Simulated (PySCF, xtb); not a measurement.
Se(SiH3)(OSiH3) (H6OSeSi2), SMILES [SiH3]O[Se][SiH3].

GFN2-xTB run with xtb at its own geometry gives an orbital gap of 2.69 eV and a dipole moment of 2.08 D.

Geometry: PBE0-D3(BJ)/def2-SVP. The structure was generated by enumeration, and PubChem lists no compound with its InChIKey, so it may never have been made. One conformer was computed; it need not be the lowest.

Task: What does PBE/def2-TZVP in PySCF give? (The exact figures need the calculation; the answer reports its results.)

Result: gap 2.91 eV (levels -5.72 and -2.80 eV), dipole 1.05 D.
